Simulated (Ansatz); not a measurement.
`C#C[SiH2][Te]C` + `O[SiH3]` → `C[Te][SiH2]O` + `C#C[SiH3]`  (formal exchange of groups at a Te–Si bond)

Gas-phase electronic energies from Ansatz, PBE0-D4/def2-TZVP geometries. CCSD(T)/CBS adds triple-zeta CCSD(T) − MP2 to the extrapolated MP2 energy (def2 sets, frozen cores). Functionals use def2-TZVPP. B3LYP here is the variant with VWN-RPA as its local correlation; programs differ in this. Elements past krypton have def2 core potentials. For Te outer-core shells are correlated without core-valence functions, which leaves a few kJ/mol of doubt a bond. Each species was taken in one conformer, which may not be the lowest.

```csv
level,ΔE (kJ/mol),difference from CCSD(T)/CBS
PBE-D4,-0.6,-2.0
r2SCAN-D4,-0.5,-1.9
B3LYP-D4,0.5,-0.9
ωB97X-V,-0.5,-1.9
ωB97M-V,-0.7,-2.1
r2SCAN,-1.1,-2.5
PBE0,-1.4,-2.8
B3LYP,-2.0,-3.4
MP2/def2-TZVPP,4.3,2.9
CCSD/def2-TZVPP,0.7,-0.7
CCSD(T)/def2-TZVPP,1.4,0.0
HF/def2-QZVPP,-0.7,-2.1
MP2/def2-QZVPP,4.3,2.9
HF/CBS(def2),-0.7,-2.1
MP2/CBS(def2),4.2,2.8
CCSD/CBS(def2),0.7,-0.7
CCSD(T)/CBS,1.4,0
```

Largest T1 diagnostic among the species: 0.013.
